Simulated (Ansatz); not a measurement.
`C=CBC[SiH3]` + HI → `C=CBI` + `C[SiH3]`  (ligand exchange at a B–C bond)

Computed with Ansatz on PBE0-D4/def2-TZVP structures; ΔE is electronic, products minus reactants. CBS: MP2 limit from def2 TZ/QZ plus the TZ coupled-cluster correction, frozen cores. This one scheme is used for every species. DFT in def2-TZVPP. Elements past krypton have def2 core potentials. For I outer-core shells are correlated without core-valence functions, which leaves a few kJ/mol of doubt a bond. Each species was taken in one conformer, which may not be the lowest.

`C=CBC[SiH3]`:

Cartesian coordinates in Å:
```
C -0.032 0.609 2.120
C 0.106 1.451 1.092
B 0.510 1.003 -0.336
C 0.825 -0.462 -0.722
Si -0.760 -1.275 -1.342
H 0.155 -0.456 2.012
H -0.341 0.936 3.108
H -0.104 2.503 1.282
H 0.520 1.827 -1.210
H 1.186 -1.096 0.094
H 1.522 -0.528 -1.563
H -1.412 -0.446 -2.391
H -1.720 -1.455 -0.221
H -0.454 -2.610 -1.923
```

HI:

Z-matrix (Å, degrees):
```
I
H 1 1.610
```

`C=CBI`:

```xyz
8

C    -0.980    0.799   -0.450
C    -0.373   -0.069    0.368
B     1.040   -0.549    0.045
I     2.044   -1.923    1.310
H    -0.482    1.168   -1.342
H    -1.984    1.173   -0.266
H    -0.904   -0.414    1.252
H     1.639   -0.184   -0.918
```

`C[SiH3]`:

```xyz
8

C     0.306   -0.231    0.910
Si   -0.273    0.206   -0.814
H     1.342    0.079    1.061
H     0.245   -1.308    1.078
H    -0.310    0.265    1.663
H    -0.188    1.675   -1.041
H    -1.686   -0.214   -1.017
H     0.566   -0.472   -1.839
```

```csv
level,ΔE (kcal/mol)
PBE-D4,-15.8
ωB97M-V,-14.3
PBE,-16.7
PBE0,-16.3
HF/def2-TZVPP,-16.9
CCSD/def2-TZVPP,-15.2
SCS-MP2/def2-QZVPP,-17.0
MP2/CBS(def2),-17.7
```

What does CCSD(T)/CBS give? (Estimate.)

Computed: -16.0 kcal/mol. The listed levels differ from it by 0.2, 1.7, -0.7, -0.3, -0.9, 0.8, -1.0, -1.7 kcal/mol.

Largest T1 diagnostic among the species: 0.012.

The D4 term adds +1.4 kcal/mol with B3LYP and +0.9 kcal/mol with PBE0; it sums over pairs of atoms, weighted by their polarisabilities, and B3LYP, whose exchange is more repulsive, gets the larger term.

B3LYP here is the variant with VWN-RPA as its local correlation; programs differ in this.
